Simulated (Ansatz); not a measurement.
```xyz
5

Cl    1.5299   -1.2739    0.3870
Si   -0.0075   -0.0495   -0.1375
Cl    0.7351    1.7696   -0.6645
I    -1.5499    0.1855    1.7087
H    -0.7076   -0.6317   -1.2936
```

Total charge 0; spin multiplicity 1. I: def2 effective core potential.

(1) List the PBE/def2-TZVPP orbital energies in eV (the Gaussian-basis code of Ansatz). (Estimate.)

Results:

(1) Computed: Occupied: -2739.51, -2739.51, -1782.35, -250.09, -250.09, -190.79, -190.79, -190.62, -190.62, -190.62, -190.62, -180.25, -139.84, -127.61, -127.39, -127.39, -96.61, -96.61, -96.52, -49.73, -49.65, -49.65, -49.46, -49.46, -21.50, -20.83, -17.96, -13.52, -10.61, -10.44, -9.90, -8.62, -8.54, -8.22, -7.94, -7.02, -6.97. Lowest empty: -1.97, -0.89, -0.81, 0.26, 2.22, 2.61, 2.65, 3.07.
